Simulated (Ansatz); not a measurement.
Species: C$_{4}$H$_{4}$N, charge -1, multiplicity 1. It need not be the lowest isomer of its formula. Whether it binds its extra electron was not tested at this geometry. 
Coordinates optimised at B3LYP-D3(BJ)/def2-TZVP (Ansatz, a program for electronic structure):
SMILES: C=C[CH-]C#N
```xyz
9

C     -2.3394    -0.1990     0.0071
C     -1.0414     0.2192     0.0699
C      0.1519    -0.5139    -0.1147
C      1.4158     0.0566    -0.0181
N      2.4881     0.5230     0.0600
H     -3.1570     0.4904     0.1741
H     -2.5984    -1.2304    -0.2111
H     -0.8890     1.2755     0.2957
H      0.1063    -1.5736    -0.3436
```
Charge -1, spin multiplicity 1.

Parts of the frozen-core correlation energy in 6-31G* (Ansatz, hartree). Frozen orbitals: 5; correlated occupied orbitals by spin: 13 and 13; virtual: 65 and 65. No spin-orbit coupling. No relativistic terms.

| term | value |
|---|---|
| reference (HF) | -208.19672 |
| MP2 opposite-spin | -0.49215 |
| MP2 same-spin | -0.17357 |
| CCSD correlation | -0.69454 |
| (T) | -0.02927 |
| T1 diagnostic | 0.016 |
| largest doubles amplitude | 0.077 |
